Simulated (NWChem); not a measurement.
System meant: MgH2; SMILES [MgH2]

The following NWChem deck was run.

```
start job
memory heap 200 mb stack 900 mb global 1100 mb
geometry units angstroms noautosym nocenter noautoz
  Mg     0.000000     0.000000     0.000000
  H      0.000000     0.000000    -1.712508
  H      0.000000     0.000000     1.712508
end
basis spherical
  * library 6-31g*
end
dft
  xc xtpss03 ctpss03
  iterations 150
end
property
  shielding 2 1 2
end
task dft property
```

End of the output:

```
 Vector   10  Occ=0.000000D+00  E=-8.370303D-03
              MO Center= -4.1D-09,  2.4D-09, -1.0D-06, r^2= 4.9D+00
   Bfn.  Coefficient  Atom+Function         Bfn.  Coefficient  Atom+Function
  ----- ------------  ---------------      ----- ------------  ---------------
    10      0.983914  1 Mg s                 20     -0.627902  2 H  s
    22     -0.627901  3 H  s                  6      0.311066  1 Mg s
    19     -0.164116  2 H  s                 21     -0.164116  3 H  s
     2     -0.141705  1 Mg s                 16     -0.087109  1 Mg d  0
     1      0.025852  1 Mg s

 center of mass
 --------------
 x =   0.00000000 y =   0.00000000 z =   0.00000000

 moments of inertia (a.u.)
 ------------------
          21.109503191820           0.000000000000           0.000000000000
           0.000000000000          21.109503191820           0.000000000000
           0.000000000000           0.000000000000           0.000000000000

     Multipole analysis of the density
     ---------------------------------

     L   x y z        total         alpha         beta         nuclear
     -   - - -        -----         -----         ----         -------
     0   0 0 0     -0.000000     -7.000000     -7.000000     14.000000

     1   1 0 0      0.000000      0.000000      0.000000      0.000000
     1   0 1 0      0.000000      0.000000      0.000000      0.000000
     1   0 0 1     -0.000000     -0.000000     -0.000000      0.000000

     2   2 0 0     -7.891554     -3.945777     -3.945777      0.000000
     2   1 1 0     -0.000000     -0.000000     -0.000000      0.000000
     2   1 0 1      0.000000      0.000000      0.000000      0.000000
     2   0 2 0     -7.891554     -3.945777     -3.945777      0.000000
     2   0 1 1      0.000000      0.000000      0.000000      0.000000
     2   0 0 2    -16.626817    -18.786210    -18.786210     20.945604

          -----------------------------------------
          Chemical Shielding Tensors (GIAO, in ppm)
          -----------------------------------------

 ------------------------------------------------------------------------
  xtpss03: d2 not coded                    0
 ------------------------------------------------------------------------
 ------------------------------------------------------------------------
  current input line :
    18: task dft property
 ------------------------------------------------------------------------
 ------------------------------------------------------------------------
 This error has not yet been assigned to a category
 ------------------------------------------------------------------------
 For more information see the NWChem manual at https://nwchemgit.github.io

0: xtpss03: d2 not coded:Received an Error in Communication
```

Find the fault in this run and fix the input.

The run crashed. Cause: this functional's second derivatives, which shieldings need, aren't coded here; the fix takes a hybrid GGA instead. This input runs:
```
start job
memory heap 200 mb stack 900 mb global 1100 mb
geometry units angstroms noautosym nocenter noautoz
  Mg     0.000000     0.000000     0.000000
  H      0.000000     0.000000    -1.712508
  H      0.000000     0.000000     1.712508
end
basis spherical
  Mg library 6-31g*
  H library 6-31g*
end
dft
  xc pbe0
  iterations 150
end
property
  shielding 2 1 2
end
task dft property
```
It converges to -201.10626 Ha (PBE0/6-31G* (spherical d), GIAO).
